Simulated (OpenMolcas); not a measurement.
Tc5+: moving or changing the point charges

Tc5+ among 4 point charges of -2 e arranged as a tetrahedron (Td), 1.82 Å from the ion.

* Program: OpenMolcas
* Method: SS-CASPT2, IPEA 0.25 Eh, imaginary shift 0.1 Eh (closed shells correlated: 4s 4p)
* Basis: ANO-RCC-VDZP [6s5p3d1f]
* Scalar Hamiltonian: DKH2, point nucleus
* Active space: 2 electrons in 5 orbitals (4d)
* State averaging: 2S+1 = 3 even, 10 roots; 2S+1 = 1 even, 15 roots
* Spin-orbit coupling: RASSI with atomic mean-field integrals over the reference wave functions

Runs around this geometry, states (labels of Td). Energies in cm-1 above the lowest state or level, χT in cm3 K/mol.

```
R (Å)  q (e)  Ground state  First state of that spin  First gap with spin-orbit (degeneracies)  χT at 300 K  First state of another spin
 1.82   -1.3           3A2                  3T2 2920                               2430 (3, 2)        0.221                     1E 11660
 1.72     -2           3A2                  3T2 5350                               4940 (3, 2)        0.415                     1E 12120
 1.82     -2           3A2                  3T2 4120                               3740 (3, 2)        0.319                     1E 11980
 1.94     -2           3A2                  3T2 3340                               2850 (3, 2)        0.252                     1E 11710
```

Taking the first state of the same spin as R^-n, n = -ln(3340 / 5350) / ln(1.94 / 1.72) = 3.9 between the shortest and longest distance.

Scaling the charges by -1.3 / -2 = 0.65 scales the first state of the same spin by 2920 / 4120 = 0.71; with fixed orbitals a first-order splitting would follow the charge.

Roots that are degenerate in the reference are averaged as groups; the widest CASPT2 spread within a group is 390 cm-1 (the 3-fold group of multiplicity 1 near 20300 cm-1 above the lowest state of its run, R = 1.94, q = -2). Shifts and gaps below about the spread of the groups concerned are not significant. Free-ion shares, where given, are those of the reference states; single-state CASPT2 does not remix them. Point charges carry no covalency, so the field is a model and not that of real ligands. No measured value stands beside these numbers.
